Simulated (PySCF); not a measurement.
# C₆ coefficients of unlike pairs at PBE0

Calculated with PySCF 2.14 from the dipole response of each species, C₆(A,B) = (3/π) ∫ α_A(iu) α_B(iu) du, in atomic units, from isotropic polarisabilities. For ions this is the dispersion term alone; charge-induced terms of lower order in 1/R come first.

| species | configuration | basis | relativity | α (bohr³) | C₆ (like pair) |
| --- | --- | --- | --- | --- | --- |
| Cr²⁺ | [Ar] 3d4 (5D) | aug-cc-pVQZ-DK (9s8p6d4f3g2h) | spin-free X2C | 4.274 | 12.78 |
| Mg²⁺ | [Ne] (1S) | aug-cc-pCVQZ-DK (10s9p7d5f3g) | spin-free X2C | 0.4887 | 0.5844 |
| Ba | [Xe] 6s2 (1S) | aug-cc-pVTZ-X2C (9s8p6d3f) | spin-free X2C | 279.3 | 5565 |
| Fe²⁺ | [Ar] 3d6 (5D) | aug-cc-pVDZ (7s6p4d2f) | none | 3.596 | 10.11 |

Q: Estimate C₆ for Ba with Mg²⁺.

A: The integral gives 22.50. The combination rule 2 C_A C_B / (C_A α_B/α_A + C_B α_A/α_B) gives 18.93 and the geometric mean 57.03.

No spin-orbit coupling is included.

The other pairs:

| pair | C₆ |
| --- | --- |
| Fe²⁺, Mg²⁺ | 2.232 |
| Fe²⁺, Cr²⁺ | 11.36 |
| Fe²⁺, Ba | 143.4 |
| Mg²⁺, Cr²⁺ | 2.465 |
| Ba, Cr²⁺ | 167.1 |
